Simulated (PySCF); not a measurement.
**A search over the determinants of CaBe⁺**

Unrestricted PBE0; PySCF, no relativity, basis sets Ca def2-SVPD, Be def2-SVPD. Outer shells of the fragments: Ca+ 4s1; Be 2s2.

Followed along the bond (rough minima from three points):

| 2Ms+1 | unpaired | ⟨S²⟩ at the start | R at minimum (Å) | Te (eV) |
| --- | --- | --- | --- | --- |
| 2 | σ ↑ | 0.78 | 3.03 | 0.00 |
| 2 | π ↑ | 0.75 | 2.58 | 0.66 |
| 4 | σ ↑↑, π ↑ | 3.75 | 2.96 | 2.47 |

Solutions found at the starting distance of 2.650 Å, counted from the lowest of them; the search is not exhaustive and high or unbound solutions are not listed, so other states can lie among these:

| 2Ms+1 | unpaired | term | E (eV) | ⟨S²⟩ | ⟨Lz²⟩ | μ (D) |
| --- | --- | --- | --- | --- | --- | --- |
| 2 | σ ↑ | ²Σ⁺ | 0.00 | 0.78 | 0.00 | -1.01 |
| 2 | π ↑ | ²Π | 0.47 | 0.75 | 1.00 | -3.07 |
| 2 | δ ↑ | ²Δ | 1.79 | 0.75 | 4.00 | 1.31 |
| 4 | σ ↑↑, π ↑ | ⁴Π | 2.37 | 3.75 | 1.00 | -3.20 |
| 4 | σ ↑, π ↑↑ | ⁴Σ⁻ | 2.46 | 3.75 | 0.00 | -3.30 |
| 4 | σ ↑↑↑ | ⁴Σ⁺ | 2.91 | 3.75 | 0.00 | 0.32 |
| 2 | σ ↑↑, π ↓ | mixed | 3.27 | 1.75 | 1.00 | -3.57 |
| 2 | σ ↑, π ↑↓ | mixed | 3.34 | 1.75 | 2.00 | -2.76 |
| 4 | σ ↑↑, δ ↑ | ⁴Δ | 4.10 | 3.75 | 4.00 | -0.78 |
| 4 | σ ↑, π ↑, δ ↑ | mixed | 4.24 | 3.75 | 5.00 | 1.09 |
| 2 | σ ↑, π ↑, δ ↓ | mixed | 4.30 | 1.75 | 5.00 | 0.91 |

A term symbol is given only where ⟨S²⟩ and ⟨Lz²⟩ are close to those of a pure state; real π, δ and φ orbitals otherwise mix terms. A positive dipole points towards Be; it is taken about the centre of mass and depends on that origin.

Q: Compare the gap between the two lowest followed solutions at the starting distance with the gap between their minima.

A: At PBE0 the second solution (doublet, unpaired electrons π ↑) lies +0.47 eV from the first (doublet, unpaired electrons σ ↑) at 2.650 Å and +0.66 eV at the minima; the two curves relax by different amounts, since their minima lie near 2.58 and 3.03 Å.

Counting both spins, an empty level lies below a filled one in some of these solutions, because spin and occupation are held.
